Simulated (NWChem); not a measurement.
System: tetralin (C$_{10}$H$_{12}$); SMILES c1ccc2c(c1)CCCC2

Output (shortened):

```
             Northwest Computational Chemistry Package (NWChem) 7.3.0
             --------------------------------------------------------

                             Geometry "geometry" -> ""
                             -------------------------

 Output coordinates in angstroms (scale by  1.889725989 to convert to a.u.)

  No.       Tag          Charge          X              Y              Z
 ---- ---------------- ---------- -------------- -------------- --------------
    1 C                    6.0000     0.01790200    -0.69732700    -2.57304000
    2 C                    6.0000    -0.01790200     0.69732700    -2.57304000
    3 C                    6.0000    -0.03694500     1.38159600    -1.36289800
    4 C                    6.0000    -0.02003100     0.70272100    -0.13707500
    5 C                    6.0000     0.02003100    -0.70272100    -0.13707500
    6 C                    6.0000     0.03694500    -1.38159600    -1.36289800
    7 C                    6.0000     0.08116300    -1.48629700     1.15371800
    8 C                    6.0000    -0.34254000    -0.67976800     2.37421700
    9 C                    6.0000     0.34254000     0.67976800     2.37421700
   10 C                    6.0000    -0.08116300     1.48629700     1.15371800
   11 H                    1.0000     0.03047300    -1.24997200    -3.51581800
   12 H                    1.0000    -0.03047300     1.24997200    -3.51581800
   13 H                    1.0000    -0.06530500     2.47569000    -1.35999700
   14 H                    1.0000     0.06530500    -2.47569000    -1.35999700
   15 H                    1.0000    -0.52836200    -2.39976700     1.05826600
   16 H                    1.0000     1.12032700    -1.83696200     1.29758300
   17 H                    1.0000    -0.10967800    -1.23911700     3.29423700
   18 H                    1.0000    -1.43772800    -0.53486900     2.36450300
   19 H                    1.0000     1.43772800     0.53486900     2.36450300
   20 H                    1.0000     0.10967800     1.23911700     3.29423700
   21 H                    1.0000    -1.12032700     1.83696200     1.29758300
   22 H                    1.0000     0.52836200     2.39976700     1.05826600

 Effective nuclear repulsion energy (a.u.)     503.0090867613

                                 NWChem DFT Module
                                 -----------------

 Summary of "ao basis" -> "ao basis" (spherical)
 ------------------------------------------------------------------------------
       Tag                 Description            Shells   Functions and Types
 ---------------- ------------------------------  ------  ---------------------
 C                           6-31g*                  6       14   3s2p1d
 H                           6-31g*                  2        2   2s

 in cosmo_initialize ...

 solvent parameters
 solvname_short: unkn
 solvname_long:  unknown
 dielec:       37.5000

          ---------------
          -cosmo- solvent
          ---------------
 Cosmo: York-Karplus, doi: 10.1021/jp992097l
 dielectric constant -eps-     =  37.50
 screen = (eps-1)/(eps    )    =   0.97333
 surface charge correction     = lagrangian

   van der Waals surface
 --------------------------

 ---------- ATOMIC COORDINATES (A.U.) ------------ VDWR(ANG.) --
     1    0.03382987   -1.31775695   -4.86234056     2.000
     2   -0.03382987    1.31775695   -4.86234056     2.000
     3   -0.06981593    2.61083787   -2.57550377     2.000
     4   -0.03785310    1.32795014   -0.25903419     2.000
     5    0.03785310   -1.32795014   -0.25903419     2.000
     6    0.06981593   -2.61083787   -2.57550377     2.000
     7    0.15337583   -2.80869407    2.18021089     2.000
     8   -0.64730674   -1.28457526    4.48661957     2.000
     9    0.64730674    1.28457526    4.48661957     2.000
    10   -0.15337583    2.80869407    2.18021089     2.000
    11    0.05758562   -2.36210457   -6.64393265     1.300
    12   -0.05758562    2.36210457   -6.64393265     1.300
    13   -0.12340856    4.67837573   -2.57002168     1.300
    14    0.12340856   -4.67837573   -2.57002168     1.300
    15   -0.99845940   -4.53490207    1.99983276     1.300
    16    2.11711105   -3.47135483    2.45207632     1.300
    17   -0.20726137   -2.34159160    6.22520527     1.300
    18   -2.71691197   -1.01075585    4.46826277     1.300
    19    2.71691197    1.01075585    4.46826277     1.300
    20    0.20726137    2.34159160    6.22520527     1.300
    21   -2.11711105    3.47135483    2.45207632     1.300
    22    0.99845940    4.53490207    1.99983276     1.300
 number of segments per atom =         32
 number of   points per atom =         32
 atom (   nspa,  nppa )
 ----------------------
    1 (     14,     0 )       0
    2 (     14,     0 )       0
    3 (     12,     0 )       0
    4 (      8,     0 )       0
    5 (      8,     0 )       0
    6 (     12,     0 )       0
    7 (     11,     0 )       0
    8 (     10,     0 )       0
    9 (     10,     0 )       0
   10 (     11,     0 )       0
   11 (     16,     0 )       0
   12 (     16,     0 )       0
   13 (     16,     0 )       0
   14 (     16,     0 )       0
   15 (     15,     0 )       0
   16 (     14,     0 )       0
   17 (     15,     0 )       0
   18 (     16,     0 )       0
   19 (     16,     0 )       0
   20 (     15,     0 )       0
   21 (     14,     0 )       0
   22 (     15,     0 )       0
 number of -cosmo- surface points =      294
 molecular surface =    194.871 angstrom**2
 molecular volume  =    176.910 angstrom**3
 G(cav/disp)       =      1.834 kcal/mol
 -lineq- algorithm             =   0
 -bem- low  level              =   2
 -bem- from -octahedral-
 gaussian surface charge width =   4.50000
 degree of switching           =   1.00000
 switching function tolerance  =   0.00010
 atomic radii =
 --------------
    1  6.000  2.000
    2  6.000  2.000
    3  6.000  2.000
    4  6.000  2.000
    5  6.000  2.000
    6  6.000  2.000
    7  6.000  2.000
    8  6.000  2.000
    9  6.000  2.000
   10  6.000  2.000
   11  1.000  1.300
   12  1.000  1.300
   13  1.000  1.300
   14  1.000  1.300
   15  1.000  1.300
   16  1.000  1.300
   17  1.000  1.300
   18  1.000  1.300
   19  1.000  1.300
   20  1.000  1.300
   21  1.000  1.300
   22  1.000  1.300
 ...... end of -cosmo- initialization ......

            General Information
            -------------------
          SCF calculation type: DFT
          Wavefunction type:  closed shell.
          No. of atoms     :    22
          No. of electrons :    72
           Alpha electrons :    36
            Beta electrons :    36
          Charge           :     0
          Spin multiplicity:     1
          Use of symmetry is: off; symmetry adaption is: off
          Maximum number of iterations: 150
          AO basis - number of functions:   164
                     number of shells:    84
          Convergence on energy requested:  1.00D-06
          Convergence on density requested:  1.00D-05
          Convergence on gradient requested:  5.00D-04

              XC Information
              --------------
                         PBE0 Method XC Functional
                     Hartree-Fock (Exact) Exchange  0.250
          PerdewBurkeErnzerhof Exchange Functional  0.750
            Perdew 1991 LDA Correlation Functional  1.000 local
           PerdewBurkeErnz. Correlation Functional  1.000 non-local

             Grid Information
             ----------------
          Grid used for XC integration:  medium
          Radial quadrature: Mura-Knowles
          Angular quadrature: Lebedev.
          Tag              B.-S. Rad. Rad. Pts. Rad. Cut. Ang. Pts.
          ---              ---------- --------- --------- ---------
          C                   0.70       49          13.0       434
          H                   0.35       45          13.0       434
          Grid pruning is: on
          Number of quadrature shells:  1030
          Spatial weights used:  Erf1

      Superposition of Atomic Density Guess
      -------------------------------------

 Sum of atomic energies:        -382.58133195

      Non-variational initial energy
      ------------------------------

 Total energy =    -390.006337
 1-e energy   =   -1511.064209
 2-e energy   =     618.048785
 HOMO         =      -0.257328
 LUMO         =       0.008260

   convergence    iter        energy       DeltaE   RMS-Dens  Diis-err
 ---------------- ----- ----------------- --------- --------- ---------
     COSMO gas phase
 d= 0,ls=0.0,diis     1   -387.7600545283 -8.91D+02  4.33D-03  5.93D-01
 d= 0,ls=0.0,diis     2   -387.8307533675 -7.07D-02  1.84D-03  2.86D-02
 d= 0,ls=0.0,diis     3   -387.8269256565  3.83D-03  1.30D-03  5.55D-02
 d= 0,ls=0.0,diis     4   -387.8345048540 -7.58D-03  2.38D-04  1.38D-03
 d= 0,ls=0.0,diis     5   -387.8346822964 -1.77D-04  5.40D-05  1.18D-04
  Resetting Diis
 d= 0,ls=0.0,diis     6   -387.8346963128 -1.40D-05  1.36D-05  6.88D-06
 d= 0,ls=0.0,diis     7   -387.8346971356 -8.23D-07  6.70D-06  4.42D-07

   convergence    iter        energy       DeltaE   RMS-Dens  Diis-err
 ---------------- ----- ----------------- --------- --------- ---------
     COSMO solvation phase
 d= 0,ls=0.0,diis     1   -387.8391265436 -4.43D-03  9.65D-04  2.10D-03
 d= 0,ls=0.0,diis     2   -387.8395616553 -4.35D-04  2.08D-04  1.15D-03
 d= 0,ls=0.0,diis     3   -387.8397133782 -1.52D-04  4.61D-05  3.76D-05
 d= 0,ls=0.0,diis     4   -387.8397187822 -5.40D-06  1.15D-05  3.72D-06
 d= 0,ls=0.0,diis     5   -387.8397191771 -3.95D-07  4.56D-06  6.59D-07

         Total DFT energy =     -387.839719177076
      One electron energy =    -1520.574922828248
           Coulomb energy =      687.540717872191
    Exchange-Corr. energy =      -58.367729703604
 Nuclear repulsion energy =      503.009086761264

             COSMO energy =        0.553128721321

 Numeric. integr. density =       71.999999186717

                                   COSMO solvation results
                                   -----------------------

                 gas phase energy =      -387.834697135606
                 sol phase energy =      -387.839719177076
 (electrostatic) solvation energy =         0.005022041470 (    3.15 kcal/mol)

                       DFT Final Molecular Orbital Analysis
                       ------------------------------------

 Vector   34  Occ=2.000000D+00  E=-3.149706D-01
              MO Center= -5.1D-10, -1.5D-09,  7.8D-01, r^2= 6.0D+00
   Bfn.  Coefficient  Atom+Function         Bfn.  Coefficient  Atom+Function
  ----- ------------  ---------------      ----- ------------  ---------------
    89      0.240985   7 C  pz              131     -0.240985  10 C  pz
   103     -0.214879   8 C  pz              117      0.214879   9 C  pz
    47      0.204139   4 C  pz               61     -0.204139   5 C  pz
    33     -0.184840   3 C  pz               75      0.184840   6 C  pz
   154     -0.142156  17 H  s               160      0.142156  20 H  s

 Vector   35  Occ=2.000000D+00  E=-2.543656D-01
              MO Center=  2.9D-09, -1.3D-08, -1.3D+00, r^2= 3.5D+00
   Bfn.  Coefficient  Atom+Function         Bfn.  Coefficient  Atom+Function
  ----- ------------  ---------------      ----- ------------  ---------------
    31      0.331148   3 C  px               73     -0.331148   6 C  px
    35      0.252278   3 C  px               77     -0.252278   6 C  px
     3     -0.172494   1 C  px               17      0.172494   2 C  px
    45      0.145835   4 C  px               59     -0.145835   5 C  px
     7     -0.131370   1 C  px               21      0.131370   2 C  px

 Vector   36  Occ=2.000000D+00  E=-2.457934D-01
              MO Center= -2.9D-09,  1.2D-08, -9.0D-01, r^2= 3.9D+00
   Bfn.  Coefficient  Atom+Function         Bfn.  Coefficient  Atom+Function
  ----- ------------  ---------------      ----- ------------  ---------------
    45      0.294277   4 C  px               59      0.294277   5 C  px
     3     -0.256220   1 C  px               17     -0.256220   2 C  px
    49      0.221596   4 C  px               63      0.221596   5 C  px
     7     -0.196624   1 C  px               21     -0.196624   2 C  px
   152     -0.106477  16 H  s               162      0.106477  21 H  s

 Vector   37  Occ=0.000000D+00  E= 1.423932D-03
              MO Center= -3.1D-09,  9.0D-09, -1.2D+00, r^2= 3.9D+00
   Bfn.  Coefficient  Atom+Function         Bfn.  Coefficient  Atom+Function
  ----- ------------  ---------------      ----- ------------  ---------------
    35      0.480518   3 C  px               77      0.480518   6 C  px
    31      0.341592   3 C  px               73      0.341592   6 C  px
     7     -0.246334   1 C  px               21     -0.246334   2 C  px
    49     -0.229151   4 C  px               63     -0.229150   5 C  px
     3     -0.176609   1 C  px               17     -0.176609   2 C  px

 Vector   38  Occ=0.000000D+00  E= 7.829999D-03
              MO Center= -1.2D-09, -1.3D-09, -1.1D+00, r^2= 4.1D+00
   Bfn.  Coefficient  Atom+Function         Bfn.  Coefficient  Atom+Function
  ----- ------------  ---------------      ----- ------------  ---------------
     7      0.421417   1 C  px               21     -0.421417   2 C  px
    49      0.388171   4 C  px               63     -0.388171   5 C  px
    45      0.315712   4 C  px               59     -0.315712   5 C  px
     3      0.297187   1 C  px               17     -0.297187   2 C  px
   152      0.216923  16 H  s               162      0.216923  21 H  s

 Vector   39  Occ=0.000000D+00  E= 1.079329D-01
              MO Center=  2.4D-08, -5.5D-08,  1.3D+00, r^2= 9.8D+00
   Bfn.  Coefficient  Atom+Function         Bfn.  Coefficient  Atom+Function
  ----- ------------  ---------------      ----- ------------  ---------------
   104      0.890605   8 C  s               118      0.890605   9 C  s
   154     -0.725855  17 H  s               160     -0.725855  20 H  s
    90      0.697760   7 C  s               132      0.697760  10 C  s
   150     -0.584597  15 H  s               164     -0.584597  22 H  s
   156     -0.492387  18 H  s               158     -0.492387  19 H  s

     Multipole analysis of the density
     ---------------------------------

     L   x y z        total         alpha         beta         nuclear
     -   - - -        -----         -----         ----         -------
     0   0 0 0     -0.000000    -36.000000    -36.000000     72.000000

     1   1 0 0     -0.000000     -0.000000     -0.000000      0.000000
     1   0 1 0      0.000000      0.000000      0.000000     -0.000000
     1   0 0 1      0.348680      0.423205      0.423205     -0.497731

     2   2 0 0    -46.513427    -38.878798    -38.878798     31.244169
     2   1 1 0     -0.267570     -0.572161     -0.572161      0.876752
     2   1 0 1     -0.000000     -0.000000     -0.000000      0.000000
     2   0 2 0    -40.435428   -205.936603   -205.936603    371.437778
     2   0 1 1      0.000000      0.000000      0.000000     -0.000000
     2   0 0 2    -40.901386   -471.282600   -471.282600    901.663814
```

Level: PBE0/6-31G* (spherical d), COSMO on the gas-phase geometry. Coordinates come from a PBE0/def2-SVP optimisation. No frequency run checked for a minimum. COSMO prints the solvation energy as gas minus solution, so a positive value is a stabilisation.

Q: Reconstruct the input file.

A: This is not unique; one that fits is the input that was run:
```
start job
memory heap 200 mb stack 900 mb global 1100 mb
geometry units angstroms noautosym nocenter noautoz
  C      0.017902    -0.697327    -2.573040
  C     -0.017902     0.697327    -2.573040
  C     -0.036945     1.381596    -1.362898
  C     -0.020031     0.702721    -0.137075
  C      0.020031    -0.702721    -0.137075
  C      0.036945    -1.381596    -1.362898
  C      0.081163    -1.486297     1.153718
  C     -0.342540    -0.679768     2.374217
  C      0.342540     0.679768     2.374217
  C     -0.081163     1.486297     1.153718
  H      0.030473    -1.249972    -3.515818
  H     -0.030473     1.249972    -3.515818
  H     -0.065305     2.475690    -1.359997
  H      0.065305    -2.475690    -1.359997
  H     -0.528362    -2.399767     1.058266
  H      1.120327    -1.836962     1.297583
  H     -0.109678    -1.239117     3.294237
  H     -1.437728    -0.534869     2.364503
  H      1.437728     0.534869     2.364503
  H      0.109678     1.239117     3.294237
  H     -1.120327     1.836962     1.297583
  H      0.528362     2.399767     1.058266
end
basis spherical
  C library 6-31g*
  H library 6-31g*
end
dft
  xc pbe0
  iterations 150
end
cosmo
  dielec 37.5
end
task dft energy
```
